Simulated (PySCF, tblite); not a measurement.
Isomers of C7H15OP. All values are computed: GFN2-xTB (tblite) harmonic vibrations without scaling, gas phase. Against measured fundamentals such values can be off by several per cent, at times by over 20. One conformer each.

Electronic energies: PBE0/pcSseg-1 single points on the GFN2-xTB geometries (PySCF, gas phase).

```csv
SMILES,"electronic energy, lowest = 0 (kcal/mol)"
C[C@@H]1CCC[P@](C)(=O)C1,0.0
CCCP1CCOCC1,34.4
CCCP(CO)C1CC1,56.1
C=CCP(CO)C(C)C,56.0
CC(C)[P@@]1(=O)CC[C@H]1C,20.8
```

Problem. How do GFN2-xTB zero-point energies change the relative energies?

Solution. 
```json
{"SMILES": "C[C@@H]1CCC[P@](C)(=O)C1", "ZPE (kcal/mol)": "130.6", "of it from modes above 1550 cm⁻¹": "64.0", "electronic (kcal/mol)": "0.0", "with ZPE, lowest = 0 (kcal/mol)": "0.0", "lowest mode (cm⁻¹)": "102", "rings": "1"}
{"SMILES": "CC(C)[P@@]1(=O)CC[C@H]1C", "ZPE (kcal/mol)": "130.0", "of it from modes above 1550 cm⁻¹": "64.4", "electronic (kcal/mol)": "20.8", "with ZPE, lowest = 0 (kcal/mol)": "20.2", "lowest mode (cm⁻¹)": "65", "rings": "1"}
{"SMILES": "CCCP1CCOCC1", "ZPE (kcal/mol)": "130.6", "of it from modes above 1550 cm⁻¹": "63.4", "electronic (kcal/mol)": "34.4", "with ZPE, lowest = 0 (kcal/mol)": "34.5", "lowest mode (cm⁻¹)": "57", "rings": "1"}
{"SMILES": "C=CCP(CO)C(C)C", "ZPE (kcal/mol)": "127.6", "of it from modes above 1550 cm⁻¹": "67.5", "electronic (kcal/mol)": "56.0", "with ZPE, lowest = 0 (kcal/mol)": "53.1", "lowest mode (cm⁻¹)": "18i", "rings": "0"}
{"SMILES": "CCCP(CO)C1CC1", "ZPE (kcal/mol)": "128.9", "of it from modes above 1550 cm⁻¹": "65.1", "electronic (kcal/mol)": "56.1", "with ZPE, lowest = 0 (kcal/mol)": "54.4", "lowest mode (cm⁻¹)": "47", "rings": "1"}
```

The zero-point energies span 3.0 kcal/mol, from `C=CCP(CO)C(C)C` to `CCCP1CCOCC1`. Slightly imaginary modes are left out of the zero-point energy: `C=CCP(CO)C(C)C` 17.6i cm⁻¹. The order is unchanged.

Problem. And how do the electronic energies of GFN2-xTB itself compare?

Solution. `C[C@@H]1CCC[P@](C)(=O)C1` 0.0; `CC(C)[P@@]1(=O)CC[C@H]1C` 18.1; `CCCP1CCOCC1` 48.9; `C=CCP(CO)C(C)C` 80.1; `CCCP(CO)C1CC1` 73.1 kcal/mol, lowest = 0. Against the energies above, taken from the same isomer `C[C@@H]1CCC[P@](C)(=O)C1`, the largest difference is 24.1 kcal/mol.

Problem. What do entropy and thermal enthalpy add at 298.15 K and 1 bar (rigid rotor, harmonic oscillator, one conformer each)?

Solution. 
| SMILES | point group | symmetry number | S (cal/(mol K)) | H − H(0) (kcal/mol) | ZPE + H − H(0) − TS (kcal/mol) |
| --- | --- | --- | --- | --- | --- |
| C[C@@H]1CCC[P@](C)(=O)C1 | C1 | 1 | 98.3 | 7.25 | 108.5 |
| CC(C)[P@@]1(=O)CC[C@H]1C | C1 | 1 | 103.3 | 7.82 | 107.0 |
| CCCP1CCOCC1 | C1 | 1 | 101.1 | 7.27 | 107.7 |
| CCCP(CO)C1CC1 | C1 | 1 | 110.4 | 8.25 | 104.2 |

Not tabulated: `C=CCP(CO)C(C)C` (lowest mode only 18i cm⁻¹).
